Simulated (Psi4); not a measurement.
Complex: NH3 (SMILES N) (first 4 atoms) with Si2H6 (SMILES [SiH3][SiH3]); geometry from B3LYP-D3(BJ)/def2-TZVP, rigid monomers moved along the line of their centres of mass till N1···Si5 is 4.34 Å.
(charge 0, multiplicity 1):
```xyz
12

N     -0.412     0.189     0.961
H     -0.360    -0.694     0.467
H     -1.362     0.534     0.875
H      0.198     0.844     0.486
Si     0.516    -1.281     4.935
Si     0.633     1.054     5.091
H      0.804    -1.911     6.253
H      1.511    -1.808     3.971
H     -0.837    -1.725     4.525
H      0.967     1.478     6.478
H     -0.664     1.682     4.743
H      1.686     1.600     4.202
```

Calculation: SAPT0/jun-cc-pV(D+d)Z (Psi4 1.11).

**Question.** Give the four SAPT terms and the total, and say what mostly holds the pair together.

**Answer.** electrostatics -5.6, exchange 1.1, induction -0.8, dispersion -1.9, total -7.1 kJ/mol; the largest attraction is electrostatics.
